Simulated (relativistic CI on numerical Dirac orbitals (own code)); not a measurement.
**Pb71+: computed level list**

These numbers are calculated, not measured: Dirac-Coulomb-Breit CI, KLI orbitals optimised for each configuration, a model potential for QED, unscaled Slater integrals (own radial code, finite nucleus).

Configurations in the expansion (outside the closed core [Ne]): 3s, 3p, 3d, 4s, 4p, 4d, 4f, 5s, 5p, 5d, 5f, 5g, 6s, 6p, 6d. Levels of other configurations are missing.

The lowest level is 3s ²S1/2, with 100 % of that term; Hund's rules for 3s give ²S with J = 1/2, in agreement.

| No. | Configuration | Term | J | E (10³ cm⁻¹) | % | Landé g | Lifetime (s) |
| --- | --- | --- | --- | --- | --- | --- | --- |
| 1 | 3s | ²S | 1/2 | 0.0 | 100 | 1.978 |  |
| 2 | 3p | ²P° | 1/2 | 1521.0 | 100 | 0.641 | 1.82e-11 |
| 3 | 3p | ²P° | 3/2 | 6449.3 | 100 | 1.316 | 2.16e-13 |
| 4 | 3d | ²D | 3/2 | 8159.2 | 100 | 0.782 | 2.80e-13 |
| 5 | 3d | ²D | 5/2 | 9257.0 | 100 | 1.184 | 2.99e-12 |
| 6 | 4s | ²S | 1/2 | 33751.3 | 100 | 1.989 | 9.00e-15 |
| 7 | 4p | ²P° | 1/2 | 34377.3 | 100 | 0.653 | 7.49e-15 |
| 8 | 4p | ²P° | 3/2 | 36396.3 | 100 | 1.324 | 1.39e-14 |
| 9 | 4d | ²D | 3/2 | 37044.6 | 100 | 0.790 | 5.64e-15 |
| 10 | 4d | ²D | 5/2 | 37518.8 | 100 | 1.191 | 5.31e-15 |
| 11 | 4f | ²F° | 5/2 | 37852.1 | 100 | 0.848 | 2.52e-15 |
| 12 | 4f | ²F° | 7/2 | 38061.4 | 100 | 1.134 | 2.61e-15 |
| 13 | 5s | ²S | 1/2 | 48736.3 | 100 | 1.994 | 1.13e-14 |
| 14 | 5p | ²P° | 1/2 | 49049.5 | 100 | 0.658 | 9.44e-15 |
| 15 | 5p | ²P° | 3/2 | 50064.1 | 100 | 1.328 | 1.62e-14 |
| 16 | 5d | ²D | 3/2 | 50381.2 | 100 | 0.793 | 7.50e-15 |
| 17 | 5d | ²D | 5/2 | 50625.5 | 100 | 1.195 | 7.29e-15 |
| 18 | 5f | ²F° | 5/2 | 50791.0 | 100 | 0.851 | 4.76e-15 |
| 19 | 5f | ²F° | 7/2 | 50898.7 | 100 | 1.137 | 4.96e-15 |
| 20 | 5g | ²G | 7/2 | 50921.5 | 100 | 0.883 | 8.47e-15 |
| 21 | 5g | ²G | 9/2 | 50985.2 | 100 | 1.106 | 8.60e-15 |
| 22 | 6s | ²S | 1/2 | 56660.1 | 100 | 1.997 | 1.59e-14 |
| 23 | 6p | ²P° | 1/2 | 56838.2 | 100 | 0.660 | 1.33e-14 |
| 24 | 6p | ²P° | 3/2 | 57417.6 | 100 | 1.330 | 2.16e-14 |
| 25 | 6d | ²D | 3/2 | 57596.5 | 100 | 0.795 | 1.09e-14 |
| 26 | 6d | ²D | 5/2 | 57738.1 | 100 | 1.196 | 1.08e-14 |

Energies count from the lowest computed level; ° marks odd parity; lifetimes are radiative, by E1, M1, E2, M2 decay to levels of this space only.

The mean weight of the leading LS term, summed over parents, in these 26 levels is 100 %, and that of the leading jj configuration (from the same eigenvectors) 100 %.

At this charge energies of transitions that change n are usually good to better than 1 %, and those within a shell (Δn = 0) to a few per cent.
